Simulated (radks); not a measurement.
Spherical quantum dot in the effective-mass picture: electrons in a parabolic well V = omega^2 r^2 / 2 with omega = 4.1, all in effective atomic units (hartree* = m*/eps^2 hartree, bohr* = eps/m* bohr), one dielectric constant everywhere. Method: non-relativistic Kohn-Sham, LDA (Slater exchange, Perdew-Wang correlation), spin-polarised, spherical densities; computed with a radial shooting solver with Libxc functionals. Levels are named by radial order and angular momentum (1s, 1p, 1d, 2s, ...), and open shells are averaged over m. Results are scaled to m* = 0.057 and eps = 15.4, for which hartree* = 6.54 meV and bohr* = 14.3 nm.

N = 14, configuration 1s2 1p6 1d(up 5, down 1). This is the lowest configuration that the search found. Occupied and some empty levels:

level,occupation,eigenvalue (meV),<r> (nm)
1s up,1,136.05,9.542
1s down,1,136.92,9.467
1p up,3,154.88,12.33
1p down,3,156.02,12.30
1d up,5,174.92,14.41
1d down,1,176.14,14.41
2s up,0,176.96,13.05
2s down,0,177.81,13.10
1f up,0,196.02,16.12
1f down,0,197.21,16.15
2p up,0,199.07,14.88
2p down,0,199.89,14.91

Energy (meV): total 1641.51, kinetic 401.99, external 682.60, Hartree 641.77, exchange-correlation -84.857.

Electron density:

r (nm),n(r) (e/nm^3)
1.22,0.0005887
2.57,0.0006364
3.92,0.0007087
5.28,0.0007906
6.63,0.0008619
7.98,0.0009013
9.34,0.0008927
10.7,0.0008297
12.0,0.0007188
13.4,0.0005775
14.8,0.0004282
16.1,0.0002935
17.5,0.0001841
18.8,0.0001059
20.2,0.00005622
21.5,0.00002717
22.9,0.00001203
24.2,4.934e-06
25.6,1.839e-06
26.9,6.285e-07
